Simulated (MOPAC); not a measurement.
Input for MOPAC: AM1 on C2H2O3 (a complex), monomers drawn apart or pushed together.

```
AM1 1SCF PRECISE CHARGE=0 THREADS=1
C2H2O3

O     -1.20654058 1    -0.02530455 1    -0.24190497 1
C     -0.08137328 1     0.02406843 1     0.02665497 1
O      1.05660406 1     0.07162900 1     0.25576105 1
C      0.61132033 1     0.32545458 1     4.56317839 1
O     -0.44180726 1     0.24531526 1     3.99127641 1
H      0.66954691 1     0.39385501 1     5.66570383 1
H      1.57093589 1     0.33460587 1     4.01538149 1
```

It printed:

```
*******************************************************************************
 **                                                                           **
 **                              MOPAC v23.2.5                                **
 **                                                                           **
 *******************************************************************************
 ** MOPAC's Digital Object Identifier: https://doi.org/10.5281/zenodo.6511958 **
 **                                                                           **
 ** Please cite the open-source release paper for use of this MOPAC version:  **
 ** J. E. Moussa and J. J. P. Stewart (2026)                                  **
 ** MOPAC: An open-source semiempirical molecular orbital program             **
 ** J. Open Source Softw., 11(119), 8025, https://doi.org/10.21105/joss.08025 **
 *******************************************************************************

                              AM1 CALCULATION RESULTS

 *******************************************************************************
 *  AM1        - The AM1 Hamiltonian to be used
 *
 *
 *
 *                 CHARGE ON SYSTEM = 0
 *
 *
 *
 *  PRECISE    - TIGHTER CRITERIA TO BE USED
 *  1SCF       - DO 1 SCF AND THEN STOP
 *  THREADS=1  - MULTI-THREADING NOT USED
 *  T=         - A TIME OF 172800.0 SECONDS REQUESTED
 *  DUMP=N     - RESTART FILE WRITTEN EVERY 7200.0 SECONDS REQUESTED
 *******************************************************************************
AM1 1SCF PRECISE CHARGE=0 THREADS=1
 C2H2O3

   ATOM   CHEMICAL          X               Y               Z
  NUMBER   SYMBOL      (ANGSTROMS)     (ANGSTROMS)     (ANGSTROMS)

     1       O         -1.20654058  *  -0.02530455  *  -0.24190497  *
     2       C         -0.08137328  *   0.02406843  *   0.02665497  *
     3       O          1.05660406  *   0.07162900  *   0.25576105  *
     4       C          0.61132033  *   0.32545458  *   4.56317839  *
     5       O         -0.44180726  *   0.24531526  *   3.99127641  *
     6       H          0.66954691  *   0.39385501  *   5.66570383  *
     7       H          1.57093589  *   0.33460587  *   4.01538149  *



          CARTESIAN COORDINATES

    NO.       ATOM           X           Y           Z

     1         O         -1.2065     -0.0253     -0.2419
     2         C         -0.0814      0.0241      0.0267
     3         O          1.0566      0.0716      0.2558
     4         C          0.6113      0.3255      4.5632
     5         O         -0.4418      0.2453      3.9913
     6         H          0.6695      0.3939      5.6657
     7         H          1.5709      0.3346      4.0154

  H: (AM1): M.J.S. DEWAR ET AL, J. AM. CHEM. SOC. 107 3902-3909 (1985)
  C: (AM1): M.J.S. DEWAR ET AL, J. AM. CHEM. SOC. 107 3902-3909 (1985)
  O: (AM1): M.J.S. DEWAR ET AL, J. AM. CHEM. SOC. 107 3902-3909 (1985)

           Empirical Formula: C2 H2 O3  =     7 atoms



      MOLECULAR POINT GROUP   :   Cs


      RHF CALCULATION, NO. OF DOUBLY OCCUPIED LEVELS = 14


 -------------------------------------------------------------------------------
 AM1 1SCF PRECISE CHARGE=0 THREADS=1
 C2H2O3



     1SCF WAS SPECIFIED, SO BFGS WAS NOT USED
     SCF FIELD WAS ACHIEVED


                              AM1 CALCULATION
                                                       MOPAC v23.2.5 Linux




          FINAL HEAT OF FORMATION =       -108.05612 KCAL/MOL =    -452.10681 KJ/MOL


          COSMO AREA              =        120.68 SQUARE ANGSTROMS
          COSMO VOLUME            =         96.85 CUBIC ANGSTROMS

          IONIZATION POTENTIAL    =         10.799889 EV
          HOMO LUMO ENERGIES (EV) =        -10.800  0.885
          NO. OF FILLED LEVELS    =         14
          MOLECULAR WEIGHT        =         74.0360         POINT GROUP:  Cs

          MOLECULAR DIMENSIONS (Angstroms)

            Atom       Atom       Distance
            H     6    O     1     6.21251
            O     5    O     3     2.55903
            H     7    O     5     0.01930


          SCF CALCULATIONS        =          1





   ATOM   CHEMICAL          X               Y               Z
  NUMBER   SYMBOL      (ANGSTROMS)     (ANGSTROMS)     (ANGSTROMS)

     1       O         -1.20654058  *  -0.02530455  *  -0.24190497  *
     2       C         -0.08137328  *   0.02406843  *   0.02665497  *
     3       O          1.05660406  *   0.07162900  *   0.25576105  *
     4       C          0.61132033  *   0.32545458  *   4.56317839  *
     5       O         -0.44180726  *   0.24531526  *   3.99127641  *
     6       H          0.66954691  *   0.39385501  *   5.66570383  *
     7       H          1.57093589  *   0.33460587  *   4.01538149  *

                             CARTESIAN COORDINATES

   1    O       -1.206540580    -0.025304550    -0.241904970
   2    C       -0.081373280     0.024068430     0.026654970
   3    O        1.056604060     0.071629000     0.255761050
   4    C        0.611320330     0.325454580     4.563178390
   5    O       -0.441807260     0.245315260     3.991276410
   6    H        0.669546910     0.393855010     5.665703830
   7    H        1.570935890     0.334605870     4.015381490


           Empirical Formula: C2 H2 O3  =     7 atoms



      MOLECULAR POINT GROUP   :   Cs


                  EIGENVALUES
 -41.88812 -40.36974 -39.81019 -25.08232 -22.51853 -18.65214 -18.64163 -17.88510
 -17.48591 -16.34535 -14.95611 -13.15790 -13.15420 -10.79989   0.88527   1.30877
   1.31413   2.53039   3.19215   4.03342   6.07960   6.78327


              NET ATOMIC CHARGES AND DIPOLE CONTRIBUTIONS

  ATOM NO.   TYPE          CHARGE      No. of ELECS.   s-Pop       p-Pop
    1          O          -0.199079        6.1991     1.90024     4.29884
    2          C           0.415084        3.5849     1.22149     2.36343
    3          O          -0.216006        6.2160     1.90113     4.31487
    4          C           0.149665        3.8503     1.27304     2.57730
    5          O          -0.275832        6.2758     1.90221     4.37362
    6          H           0.061874        0.9381     0.93813
    7          H           0.064294        0.9357     0.93571
 DIPOLE           X         Y         Z       TOTAL
 POINT-CHG.     1.604     0.127     0.935     1.861
 HYBRID         0.254     0.021     0.172     0.308
 SUM            1.858     0.148     1.108     2.168


          ATOMIC ORBITAL ELECTRON POPULATIONS

     Atom    s        px        py        pz
    1  O   1.90024   1.08963   1.62098   1.58823
    2  C   1.22149   0.86290   0.74800   0.75253
    3  O   1.90113   1.07414   1.62923   1.61151
    4  C   1.27304   0.92069   0.70349   0.95312
    5  O   1.90221   1.33990   1.29773   1.73600
    6  H   0.93813
    7  H   0.93571

 **********************
 *                    *
 * JOB ENDED NORMALLY *
 *                    *
 **********************




 == MOPAC DONE ==
```

The run finished.

Cost: around 0.03 core-seconds (rough).
